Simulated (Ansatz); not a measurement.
Ru₅⁺. Charge 1, multiplicity 2. Geometry PBE-D4/def2-SVP; atoms count from 1.

Cartesian coordinates in Å:
```
Ru 0.453 1.126 -0.944
Ru 0.638 -1.359 -0.690
Ru -1.453 -0.469 -0.631
Ru 1.226 -0.093 1.103
Ru -0.864 0.796 1.162
```

In the def2 sets Ru takes a core potential; there is no spin–orbit coupling. The charge 1 doublet is spin-contaminated (final ⟨S²⟩ up to 2.95, 0.75 for a pure state). No other spin state of charge 1 was run. The structure comes from a short search, and lower isomers may exist.

(1) Estimate the Mulliken populations from the PBE0/def2-TZVP orbitals of Ansatz.

(2) Where does the spin sit?

(3) And the Mayer bond orders between bonded heavy atoms (over 0.3)?

## Answers

(1) 
```tsv
atom	charge (e)	spin (α − β)	d electrons
Ru1	0.10	-0.23	7.01
Ru2	0.21	0.45	7.03
Ru3	0.25	-1.65	6.92
Ru4	0.22	1.98	6.88
Ru5	0.21	0.45	7.03
```
Mulliken values and Mayer orders depend strongly on the basis.

(2) Summed by element: Ru 1.00, of 1 unpaired in all. Largest on single atoms: Ru4 1.98, Ru3 -1.65, Ru2 0.45.

(3) Ru1–Ru2 1.04 (2.50 Å); Ru1–Ru3 1.00 (2.50 Å); Ru1–Ru4 0.95 (2.50 Å); Ru1–Ru5 1.04 (2.50 Å); Ru2–Ru3 1.49 (2.27 Å); Ru2–Ru4 1.62 (2.27 Å); Ru3–Ru5 1.49 (2.27 Å); Ru4–Ru5 1.62 (2.27 Å).
